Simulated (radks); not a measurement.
Question: Numerical settings for the hafnium ion Hf2+, [Xe] 4f14 5d2. Method: scalar-relativistic Kohn-Sham, r2SCAN, spin-unpolarised, spherical densities, finite nucleus; meta-GGA in the generalised Kohn-Sham scheme; Fermi nuclear charge, rms radius 5.347 fm; computed with a radial shooting solver on a logarithmic mesh with Libxc functionals. The defaults (mesh step 0.008 in ln r, mesh end at 40 bohr or more with all orbitals vanishing there, Anderson mixing 0.5 over 9 steps, residual threshold near 1e-9 with the energy settled to 1e-9 hartree or 1e-11 of itself, here a cap of 91 iterations) give E = -15076.945 hartree and 5d at -16.405 eV in 13 iterations. Run on one thread of a shared host, so times are rough (Arm Neoverse V2): 0.13 s of CPU time, 0.13 s wall, 13 iterations on 2254 mesh points. One setting is changed at a time: mesh step in ln r 0.2; mesh step in ln r 0.03; mesh step in ln r 0.005; mesh end (bohr) 3; mesh end (bohr) 5; residual threshold 0.1; residual threshold 1e-16; mixing 2.5; linear mixing, mixing 0.05; linear mixing, mixing 1; mixing history 2; iteration cap 5. Which runs fail to converge, and which converge to a wrong energy?

Answer: Not converged within the cap: mesh step in ln r 0.2; residual threshold 1e-16; linear mixing, mixing 0.05; linear mixing, mixing 1; iteration cap 5. Settings that end as converged yet miss the energy by more than 1 mhartree: mesh end (bohr) 3 (+0.609 hartree); mesh end (bohr) 5 (+0.0193 hartree).
